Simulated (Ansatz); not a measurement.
# Redistribution: C2H3Cl + C2H3IO → C2H3I + C2H3ClO

Species: C2H3Cl `C=CCl`, singlet; C2H3IO (acetyl iodide) `CC(=O)I`, singlet; C2H3I (vinyl iodide) `C=CI`, singlet; C2H3ClO (acetyl chloride) `CC(=O)Cl`, singlet. The partners trade Cl for I; both sit on C, so the bond types are kept.

Shapes, held fixed at every level: PBE0-D4/def2-TZVP. Programs: Ansatz 0.2.0. The zero-point and thermal change to 298 K, harmonic and unscaled (PBE0-D4/def2-TZVP), is -0.4 kJ/mol.

Task: Estimate ΔH(298 K) of this reaction.

Result: The highest level, CCSD(T)/def2-TZVPP, gives ΔH(298 K) = -8.7 kJ/mol; the levels span -15.3 to -1.6. The column of differences is taken from that level and isn't an error. No measured value is set beside it here. For atoms past krypton def2 sets carry core potentials with scalar relativity. Outer-core shells of I are correlated, in sets that cover them unevenly.

| level | kind | ΔH(298 K) (kJ/mol) | less CCSD(T)/def2-TZVPP |
| --- | --- | --- | --- |
| HF/def2-SVP | Hartree–Fock | -15.3 | -6.6 |
| r2SCAN-D4/def2-TZVPP | meta-GGA | -1.6 | +7.1 |
| PBE0-D4/def2-TZVPP | global hybrid | -4.1 | +4.6 |
| wB97X-V/def2-TZVPP | range-separated hybrid | -9.2 | -0.5 |
| MP2/def2-SVP | perturbation theory | -7.3 | +1.4 |
| CCSD(T)/def2-SVP | coupled cluster or CI | -7.9 | +0.8 |
| CCSD/def2-TZVPP | coupled cluster or CI | -10.4 | -1.7 |
| CCSD(T)/def2-TZVPP | coupled cluster or CI | -8.7 | 0.0 |
